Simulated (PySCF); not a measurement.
**Field gradients at the hydrogen positions**

Species: C7H11FO.
Cartesian coordinates in Å at the GFN2-xTB level; atoms count from 1:
```xyz
20
C7H11FO angstrom
C     -2.6919    0.8612    0.2372
C     -1.3163    0.2102    0.2613
C     -1.3696   -1.2566   -0.1521
O     -0.4955    0.9638   -0.6492
C      0.7981    0.7500   -0.5613
C      1.8560    0.1903   -0.0366
C      2.4932   -0.7920    0.8491
F      2.0932   -2.0857    0.5321
C      2.0942    1.1565   -1.1810
H     -3.1146    0.7909   -0.7617
H     -2.6154    1.9113    0.5073
H     -3.3517    0.3604    0.9397
H     -0.8766    0.2932    1.2662
H     -1.9839   -1.8145    0.5488
H     -0.3722   -1.6882   -0.1600
H     -1.7965   -1.3470   -1.1482
H      2.2091   -0.6478    1.8995
H      3.5822   -0.7737    0.7452
H      2.5052    2.1383   -0.9684
H      2.3481    0.7902   -2.1709
```

Level: PBE0/pcSseg-1 (PySCF, non-relativistic); Q(2H) = 0.00286 b; rigid geometry, the same for H and D, with no vibrational averaging.

Question: Rank these positions by the coupling χzz of a deuteron there, largest first.
A. H18 (methylene hydrogen)
B. H10 (methyl hydrogen)
C. H13 (methine hydrogen)
D. H15 (methyl hydrogen)

Answer: B (211 kHz), D (205 kHz), A (194 kHz), C (187 kHz).

Q: Tabulate Vzz, the asymmetry η and χzz = 234.96 MHz × Q × Vzz for every hydrogen position.

A: 
| atom | bonded to | bond length (Å) | Vzz (au) | η | χzz (kHz) |
| --- | --- | --- | --- | --- | --- |
| H10 | C1 | 1.087 | 0.3141 | 0.03 | 211 |
| H11 | C1 | 1.087 | 0.3147 | 0.02 | 211 |
| H12 | C1 | 1.086 | 0.3169 | 0.03 | 213 |
| H13 | C2 | 1.100 | 0.2784 | 0.07 | 187 |
| H14 | C3 | 1.086 | 0.3179 | 0.03 | 214 |
| H15 | C3 | 1.087 | 0.3055 | 0.03 | 205 |
| H16 | C3 | 1.087 | 0.3140 | 0.02 | 211 |
| H17 | C7 | 1.098 | 0.2843 | 0.07 | 191 |
| H18 | C7 | 1.094 | 0.2889 | 0.07 | 194 |
| H19 | C9 | 1.085 | 0.3196 | 0.07 | 215 |
| H20 | C9 | 1.086 | 0.3191 | 0.07 | 214 |

Q: How does χzz go with the bond length over the 11 C–H bonds?

A: A straight-line fit has a slope of -19.1 kHz for each 0.01 Å, with a correlation coefficient of -0.98, over lengths from 1.085 to 1.100 Å. The longer bonds have the smaller couplings here.

Q: Give the 2H NMR doublet splittings at H13 for a magnetic field along the z, y and x axes of the gradient: 3χ/2, 3χ(1 + η)/4, 3χ(1 − η)/4.

A: With |χ| = 187.1 kHz and η = 0.074: 281, 151 and 130 kHz, to first order and without motion.

One conformer (not necessarily the lowest) at the GFN2-xTB geometry, without solvent, vibrations or thermal averaging. GFN2-xTB bond lengths can be off by several hundredths of an ångström, more for odd bonds, and the gradients follow them. With a basis this small, the couplings can be 20 % off.
